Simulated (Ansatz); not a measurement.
CH₆O₂SiSn (`O=C[SiH](O)[SnH3]`), relaxed with RKS PBE-D4/def2-SVP in the Gaussian-basis code of Ansatz from a rough embedded geometry. The force threshold is 0.03 eV/Å; the program also tests the step.

Total charge 0; spin multiplicity 1. Sn takes the def2 core potential.

Start:

```xyz
11

O     2.112    0.447   -1.303
C     1.305   -0.417   -1.482
Si   -0.341   -0.169   -0.755
O    -1.127    1.193   -1.337
Sn   -0.134    0.052    1.751
H     1.526   -1.335   -2.047
H    -1.224   -1.357   -1.017
H    -1.973    1.271   -0.896
H     0.930    1.415    2.158
H     0.611   -1.403    2.437
H    -1.684    0.304    2.492
```

**Question.** By how much does the energy fall, and how many steps does the optimiser take? (An estimate is asked.)

**Answer.** Ansatz gave: 9.12 kcal/mol, in 19 steps, 3 of them rejected.

**Question.** Which bonds change most? (An estimate is asked.)

**Answer.** The calculation gave: C2–Si3 from 1.817 to 1.934 Å; Si3–Sn5 from 2.524 to 2.602 Å; Sn5–H9 from 1.777 to 1.727 Å; Sn5–H10 from 1.773 to 1.730 Å.

**Question.** Give the relaxed structure. (Best estimate.)

**Answer.** Ansatz gave: 
```xyz
11

O     1.891    0.545   -2.135
C     1.326   -0.349   -1.534
Si   -0.428   -0.163   -0.740
O    -1.104    1.242   -1.370
Sn   -0.132   -0.040    1.842
H     1.833   -1.361   -1.381
H    -1.220   -1.408   -1.079
H    -1.938    1.532   -0.962
H     0.925    1.258    2.270
H     0.509   -1.511    2.489
H    -1.662    0.254    2.600
```
